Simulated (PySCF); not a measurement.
A structure optimised at ωB97X-D3(BJ)/def2-SVP, used in a PySCF frequency run:

```xyz
12

Ga     0.0000     0.0000     1.0300
H      0.0000     1.3977     1.7275
H      0.0000    -1.3977     1.7275
N      0.0000     0.0000    -0.7891
C      0.0000    -1.2095    -1.5849
C      0.0000     1.2095    -1.5849
H     -0.8910    -1.2681    -2.2415
H      0.8910    -1.2681    -2.2415
H      0.0000    -2.1007    -0.9384
H      0.8910     1.2681    -2.2415
H     -0.8910     1.2681    -2.2415
H      0.0000     2.1007    -0.9384
```
Charge 0, spin multiplicity 1.

### Question
Write its SMILES, formula and point group.

### Answer
C[N](C)[GaH2], C2H8GaN, C2v

### Question
What are its rotational constants (standard atomic weights)?

### Answer
8.7649, 2.9336, 2.2609 GHz
